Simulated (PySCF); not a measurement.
C6H6O2.
Numbering: `[CH3:1][C:2](=[O:3])[c:4]1[cH:5][cH:6][cH:7][o:8]1` (hydrogens: H9, H10, H11 on C1; H12 on C5; H13 on C6; H14 on C7)

Cartesian coordinates in Å at the PBE0-D3(BJ)/def2-SVP level; atoms count from 1:
```
atom  x, y, z in Å
C1    -2.3328    0.0459    0.1506
C2    -1.2738   -0.3000    1.1640
O3    -1.5334   -0.6537    2.2943
C4     0.1268   -0.1906    0.7305
C5     1.2987   -0.4268    1.4029
C6     2.3464   -0.1512    0.4828
C7     1.7313    0.2307   -0.6782
O8     0.3985    0.2094   -0.5382
H9    -2.2185    1.0889   -0.1829
H10   -3.3205   -0.0968    0.6048
H11   -2.2322   -0.5861   -0.7451
H12    1.3702   -0.7582    2.4361
H13    3.4185   -0.2245    0.6523
H14    2.1090    0.5353   -1.6515
```

Level: B3LYP/def2-SVPD in PySCF, non-relativistic, on one gas-phase PBE0-D3(BJ)/def2-SVP geometry that isn't relaxed in the solvent. The solvent is an IEF-PCM continuum (cavity from Bondi-type radii × 1.2), and excitations are vertical TDDFT with non-equilibrium linear response and a frozen core. Only the electrostatic response of the medium enters.

Gas-phase singlets (H = HOMO, L = LUMO):

| state | E (eV) | λ (nm) | f | leading configurations |
| --- | --- | --- | --- | --- |
| S1 | 3.866 | 321 | 0.000 | H-1→L 98% |
| S2 | 4.929 | 252 | 0.338 | H→L 96% |
| S3 | 5.831 | 213 | 0.020 | H-2→L 85%, H→L+1 12% |
| S4 | 6.455 | 192 | 0.003 | H→L+2 98% |
| S5 | 6.620 | 187 | 0.000 | H-1→L+1 94% |

Give the list for chloroform (ε = 4.711), n² = 2.09.

```json
{"state": "S1", "E (eV)": "4.021", "λ (nm)": "308", "f": "0.000", "leading configurations": "H-1→L 98%", "change by rank (eV)": "+0.155"}
{"state": "S2", "E (eV)": "4.714", "λ (nm)": "263", "f": "0.417", "leading configurations": "H→L 97%", "change by rank (eV)": "-0.215"}
{"state": "S3", "E (eV)": "5.734", "λ (nm)": "216", "f": "0.029", "leading configurations": "H-2→L 90%", "change by rank (eV)": "-0.097"}
{"state": "S4", "E (eV)": "6.508", "λ (nm)": "191", "f": "0.002", "leading configurations": "H→L+2 97%", "change by rank (eV)": "+0.053"}
{"state": "S5", "E (eV)": "6.828", "λ (nm)": "182", "f": "0.118", "leading configurations": "H→L+1 85%", "change by rank (eV)": "+0.208"}
```

How does the list change in tetrahydrofuran (ε = 7.426)?

```
state  E (eV)  λ (nm)      f  leading configurations  change by rank (eV)
   S1   4.045     306  0.000               H-1→L 98%               +0.179
   S2   4.711     263  0.412                 H→L 97%               -0.218
   S3   5.724     217  0.029               H-2→L 91%               -0.107
   S4   6.515     190  0.002               H→L+2 97%               +0.060
   S5   6.840     181  0.114               H→L+1 86%               +0.220
```

The ground-state energy changes by -0.229 eV from gas to tetrahydrofuran. By how much does the total energy of gas-phase S1 change?

E(S1) = E(S0) + excitation energy, so it changes by -0.229 + 0.179 = -0.050 eV: it is lowered less than the ground state, which is what a blue shift means. This is the vertical state, with the slow part of the continuum still set for S0.

How do the frontier levels move from gas to tetrahydrofuran?

| orbital | gas (eV) | solvent (eV) | change (eV) |
| --- | --- | --- | --- |
| LUMO+2 | 0.39 | 0.52 | +0.13 |
| LUMO+1 | 0.32 | 0.45 | +0.13 |
| LUMO | -1.84 | -1.86 | -0.02 |
| HOMO | -6.96 | -6.90 | +0.06 |
| HOMO-1 | -7.24 | -7.44 | -0.20 |
| HOMO-2 | -8.36 | -8.26 | +0.10 |
| HOMO-3 | -10.12 | -10.19 | -0.07 |

The HOMO–LUMO gap goes from 5.12 to 5.04 eV. Rows go by rank; for LUMO+1 and LUMO+2 the atom shares or the degeneracy differ between the runs, so the row needn't follow one orbital.

Hardware: an Arm Neoverse V2 with one thread, no GPU (shared host). Cost: 25 s of wall time. This is the whole response run at B3LYP/def2-SVPD in tetrahydrofuran, SCF included.
